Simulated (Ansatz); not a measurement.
Reaction (ligand exchange at the Si–S bond): `S[Si](Cl)(Cl)Cl` + CH₃OH → `CO[Si](Cl)(Cl)Cl` + H₂S

Isolated molecules relaxed with PBE0-D4/def2-TZVP in Ansatz; ΔE leaves out vibrations. CBS: MP2 limit from def2 TZ/QZ plus the TZ coupled-cluster correction, frozen cores. This one scheme is used for every species. Functionals use def2-TZVPP. One conformer a species, not always the lowest.

`S[Si](Cl)(Cl)Cl`:

Cartesian coordinates in Å:
```
S -1.727 0.298 0.079
Si 0.296 -0.282 0.091
Cl 0.345 -2.131 0.921
Cl 1.087 -0.356 -1.781
Cl 1.454 0.984 1.181
H -1.455 1.486 -0.491
```

CH₃OH:

Z-matrix (Å, degrees):
```
C
O 1 1.409
H 1 1.097 2 112.4
H 1 1.090 2 107.0 3 -118.5
H 1 1.097 2 112.4 3 123.0
H 2 0.959 1 108.5 3 -61.6
```

`CO[Si](Cl)(Cl)Cl`:

```xyz
9

C     0.609   -1.213    0.470
O    -0.161   -0.558   -0.524
Si   -0.581    0.995   -0.523
Cl   -1.685    1.446    1.123
Cl   -1.666    1.324   -2.191
Cl    1.062    2.191   -0.517
H     0.706   -2.257    0.172
H     0.113   -1.161    1.443
H     1.604   -0.768    0.546
```

H₂S:

```xyz
3

S     0.205   -0.581    0.061
H     0.085    0.455    0.904
H    -0.290    0.126   -0.965
```

Question: Is it downhill or uphill in electronic energy at CCSD(T)/CBS, and by how much? (An estimate is asked.)

Answer: Ansatz gave: Downhill: ΔE = -13.7 kcal/mol.

Question: What do these levels give: LDA (SPW92), r2SCAN-D4, PBE, PBE0, LC-ωPBE, RPA@PBE/def2-TZVPP? (Best estimate.)

Answer: The calculation gave: LDA (SPW92) -12.1, r2SCAN-D4 -13.3, PBE -10.1, PBE0 -11.1, LC-ωPBE -12.9, RPA@PBE/def2-TZVPP -15.1 kcal/mol.

Largest T1 diagnostic among the species: 0.010.

From PBE to PBE0 (25 % exact exchange), in def2-TZVPP and without D4, ΔE moves by −1.0 kcal/mol. In def2-TZVPP, CCSD(T) changes the Hartree–Fock value by +2.8 kcal/mol (the triples alone add +0.6 kcal/mol) and MP2 by +3.9 kcal/mol. At CCSD(T), def2-SVP lies −1.0 kcal/mol from the extrapolated value and def2-TZVPP −1.1 kcal/mol.
